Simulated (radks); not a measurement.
Values are calculated unless marked as measured or tabulated.
Os, configuration [Xe] 4f14 5d6 6s2 (the NIST ground configuration). Code: a radial shooting solver on a logarithmic mesh with Libxc functionals. Model: non-relativistic Kohn-Sham, r2SCAN, spin-polarised, spherical densities, point nucleus; open shells are filled with parallel spins first (spin-orbit coupling, left out, can overturn this in heavy ions); meta-GGA in the generalised Kohn-Sham scheme; relativity is left out, which matters for an element this heavy.

Radial electron density D(r) = 4 pi r^2 rho(r):

r (bohr),D(r) (e/bohr),spin D(r)
0.000662,1.567,0.00000639
0.0009044,2.818,0.0000115
0.001236,5.001,0.0000203
0.001675,8.594,0.0000345
0.002288,14.61,0.0000577
0.003125,24.02,0.0000916
0.00427,37.70,0.000133
0.005833,55.58,0.000164
0.007969,75.35,0.000129
0.0108,91.28,-0.0000813
0.01475,97.72,-0.000619
0.02016,93.10,-0.00130
0.02754,89.43,-0.000143
0.03762,104.0,0.0106
0.05139,129.9,0.0496
0.06965,132.7,0.136
0.09516,112.6,0.244
0.13,117.6,0.230
0.1776,121.7,0.0259
0.2426,80.86,0.0420
0.3315,72.52,0.467
0.4492,79.15,0.365
0.6137,44.87,-0.0424
0.8384,21.06,0.947
1.145,15.09,2.59
1.565,8.171,2.69
2.121,3.398,1.53
2.897,1.493,0.486
3.958,0.6138,0.0402
5.407,0.1580,-0.0277
7.387,0.01899,-0.00731
10.09,0.0008346,-0.000455

D(r) has 4 maxima, at r = 0.0148, 0.0613, 0.159, 0.411 bohr, and minima at 0.0260, 0.106, 0.294 bohr, inside which lie 1.95, 11.48, 30.35 electrons.
